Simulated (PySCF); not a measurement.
**How methods differ on the excitation energy of Tl**

Tl [Xe] 4f14 5d10 6s2 6p1 (2P) → Tl [Xe] 4f14 5d10 6s2 6d1 (2D), as a difference of total energies. All numbers are calculated (PySCF 2.14, scalar relativity through the core potential, in aug-cc-pwCVTZ-PP with ECP60MDF (8s7p6d4f1g, 96 functions)). Correlated levels: valence: 5s2 5p6 5d10 frozen. The calculations carry no spin-orbit coupling.

```
           method  excitation energy (eV)
              UHF                   3.827
    MP2 (valence)                   3.892
SCS-MP2 (valence)                   3.890
   CCSD (valence)                   3.880
CCSD(T) (valence)                   3.879
```

**Question.** How much does correlation contribute at CCSD(T) (valence)?

**Answer.** 3.879 − (3.827) = 0.052 eV, measured against UHF.

Errors of the correlated levels include the incompleteness of this basis and the frozen core.

For comparison: 3.840 eV (measured; NIST levels, between the centres of gravity of the two terms).
